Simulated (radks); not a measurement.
Results of a calculation; reference values are marked as such.
Spherical quantum dot in the effective-mass picture: electrons in a well V = -V0 / (1 + exp((r - R)/a)) with V0 = 6.56, R = 5.22, a = 0.58, with a point charge +2 (a donor) at the centre, all in effective atomic units (hartree* = m*/eps^2 hartree, bohr* = eps/m* bohr), one dielectric constant everywhere. Level of theory: non-relativistic Kohn-Sham, r2SCAN, spin-polarised, spherical densities, generalised Kohn-Sham scheme (a radial shooting solver with Libxc functionals). Levels are named by radial order and angular momentum (1s, 1p, 1d, 2s, ...), and open shells are averaged over m.

N = 16, configuration 1s2 1p6 1d(up 5, down 1) 2s2. This is the lowest configuration that the search found. Occupied and some empty levels:

level,occupation,eigenvalue (hartree*),<r> (bohr*)
1s up,1,-2.7181,1.456
1s down,1,-2.7129,1.341
1p up,3,-2.3820,3.233
2s up,1,-2.3820,2.751
2s down,1,-2.3327,2.838
1p down,3,-2.3259,3.197
1d up,5,-2.1536,3.435
1d down,1,-2.0873,3.423
1f up,0,-1.8605,3.596
1f down,0,-1.7859,3.595
2p up,0,-1.5186,2.766
1g up,0,-1.5099,3.738
2p down,0,-1.4843,2.747
1g down,0,-1.4278,3.742

Energy (hartree*): total -73.2639, kinetic 8.9758, external -114.82, Hartree 37.978, exchange-correlation -5.3956.
